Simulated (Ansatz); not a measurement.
Ansatz results at the PBE0-D4/def2-TZVP geometry: size of the dipole moment (PBE/def2-TZVPP) 1.35 D; ideal-gas entropy at 298 K and 1 bar (rigid rotor, harmonic PBE0-D4/def2-TZVP) 346 J/(mol·K); size of the dipole moment (B3LYP/def2-TZVPP) 1.53 D.

(1) Which molecule gave them?
A. `[CH3][Ge]([F])[F]`•
B. `[F][Ge]([Cl])[Br]`•
C. `[SH][In][Cl]`•
D. `C[B]C`•

## Answers

(1) B. The others give `C[B]C`•: 1.10, 297, 1.02; `[CH3][Ge]([F])[F]`•: 3.02, 331, 3.22; `[SH][In][Cl]`•: 2.96, 331, 3.15.

B3LYP here is the variant with VWN-RPA as its local correlation; programs differ in this.
